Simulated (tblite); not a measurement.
Species: C₆H₆F₃O (doublet state).
Geometry (GFN2-xTB, Å), atoms numbered from 1 in this order:
```xyz
16
C6H6F3O angstrom
F     -3.4314   -0.2677    0.0668
C     -2.1553    0.0671   -0.1900
F     -2.0336    1.3642    0.1373
F     -1.9973   -0.0095   -1.5148
C     -1.1681   -0.8213    0.5796
C      0.2473   -0.5016    0.2818
C      1.0261    0.7004    0.7085
C      2.1592    0.6403   -0.2714
C      1.9552   -0.3936   -1.0941
O      0.8234   -1.0794   -0.8194
H     -1.3853   -0.6822    1.6410
H     -1.3854   -1.8517    0.2899
H      1.3690    0.6361    1.7511
H      0.4550    1.6385    0.6326
H      2.9769    1.3305   -0.2922
H      2.5367   -0.7611   -1.9180
```

Computed values, GFN2-xTB/tblite, gas phase, harmonic and unscaled. Errors from tens to a few hundred cm⁻¹ against measured bands are possible. One conformer, not necessarily the lowest. Open shells enter through the occupations alone, without spin polarisation, and single modes of such species can be off by tens of per cent.

Harmonic wavenumbers (cm⁻¹): 31.2, 48.8, 86.1, 186.8, 259.7, 283.0, 340.0, 368.7, 470.4, 471.4, 496.3, 574.4, 669.7, 741.5, 785.6, 812.8, 816.0, 868.5, 880.4, 921.2, 996.7, 1028.4, 1045.7, 1060.4, 1085.1, 1128.2, 1141.6, 1180.0, 1208.6, 1239.8, 1263.9, 1294.0, 1330.2, 1408.1, 1436.9, 1594.0, 2807.7, 2873.6, 2980.1, 2992.6, 3156.7, 3187.8.

A = 2970, B = 843.8, C = 790.7 MHz; mass 151.037 u (most abundant isotopes); point group C1, symmetry number 1; spin multiplicity 2.

Problem. Zero-point energy?

Solution. Half the sum of the wavenumbers: 23776 cm⁻¹ = 67.98 kcal/mol.

Problem. Give the ideal-gas entropy at 500 K and 1 bar in the rigid-rotor, harmonic-oscillator model (classical rotation).

Solution. Translation 43.54, rotation 31.02, vibration 45.94, spin (R ln 2) 1.38: S = 121.9 cal/(mol K).

Problem. And Cp and H(500 K) − H(0)?

Solution. Cp = 53.12 cal/(mol K), of which vibrations give 45.17 (their classical limit is 42 R = 83.5); H(500 K) − H(0) = 15.55 kcal/mol without the zero-point energy, 11.57 from vibrations.

Problem. What must be added to the electronic energy to get the Gibbs energy at 500 K and 1 bar?

Solution. ZPE + [H(500 K) − H(0)] − T·S = 67.98 + 15.55 − 60.94 = 22.59 kcal/mol.

Problem. Which modes carry the vibrational entropy at 500 K?

Solution. 31.2 cm⁻¹: 6.78; 48.8 cm⁻¹: 5.89; 86.1 cm⁻¹: 4.77; 186.8 cm⁻¹: 3.24; 259.7 cm⁻¹: 2.61; 283.0 cm⁻¹: 2.45 cal/(mol K); the other 36 give 20.20 together.

Hindered rotation and anharmonicity are outside this model. Other conformers, if any are populated, would add a mixing term that is left out. The structure is chiral; the term R ln 2 for an equal mix with its mirror image is left out.

Time: 0.48 s. Hardware: one thread of an Arm Neoverse V2 (shared host). This covers the Hessian and the dipole derivatives.
